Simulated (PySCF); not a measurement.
# Pr⁺: excitation energy

Pr⁺ [Xe] 4f3 6s1 (high-spin determinant) → Pr⁺ [Xe] 4f2 5d1 6s1 (high-spin determinant), as a difference of total energies. Calculation: PySCF 2.14, in x2c-TZVPPall (11s7p7d4f2g, 113 functions); scalar relativity by spin-free X2C-1e. Correlated levels: valence: [Kr] 4d10 frozen; valence and next inner shell: [Ar] 3d10 frozen. The calculations carry no spin-orbit coupling.

```csv
method,excitation energy (eV)
UHF,-0.070
LDA,2.056
PBE,1.908
PBE0,1.472
r2SCAN,1.917
MP2 (valence),0.617
SCS-MP2 (valence),0.389
MP2 (valence and next inner shell),0.744
SCS-MP2 (valence and next inner shell),0.531
```

Task: How much does correlation contribute at MP2 (valence and next inner shell)?

Result: 0.744 − (-0.070) = 0.814 eV, measured against UHF.

A first-order spin-orbit estimate (lowest level to lowest level, LS coupling) adds -0.073 eV.

The determinant of the upper state and of the lower state mixes LS terms, which raises its energy above the lowest term, most at the Hartree-Fock and MP2 levels.
